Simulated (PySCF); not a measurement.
SMILES [GeH3][Ge]([GeH3])([GeH3])[GeH3] (GFN2-xTB optimised geometry):

```
17

Ge    -2.100     1.020    -0.046
Ge     0.294     1.340     0.000
Ge     0.993     2.461     2.022
Ge     1.321    -0.846     0.000
Ge     0.899     2.739    -1.877
H     -2.824     1.486     1.186
H     -2.503    -0.420    -0.212
H     -2.772     1.738    -1.186
H      1.553     3.835     1.776
H      2.082     1.729     2.757
H     -0.094     2.665     3.041
H      0.939    -1.616     1.235
H      0.925    -1.738    -1.144
H      2.824    -0.846     0.000
H     -0.243     2.964    -2.830
H      1.308     4.119    -1.439
H      2.034     2.252    -2.734
```

Method: PBE0/def2-SVP run with PySCF 2.14.0.

Task: What are the frontier orbital energies and the dipole moment?

Result: HOMO-2 -8.09 eV, HOMO-1 -8.08 eV, HOMO -8.00 eV, LUMO -0.58 eV, LUMO+1 -0.36 eV; dipole moment 0.09 D.

Meta-Löwdin charges at PBE0/def2-SVP: Ge1 0.15, Ge2 -0.06, Ge3 0.15, Ge4 0.16, Ge5 0.16, H6 -0.05, H7 -0.05, H8 -0.05, H9 -0.05, H10 -0.05, H11 -0.05, H12 -0.05, H13 -0.05, H14 -0.05, H15 -0.05, H16 -0.05, H17 -0.05.
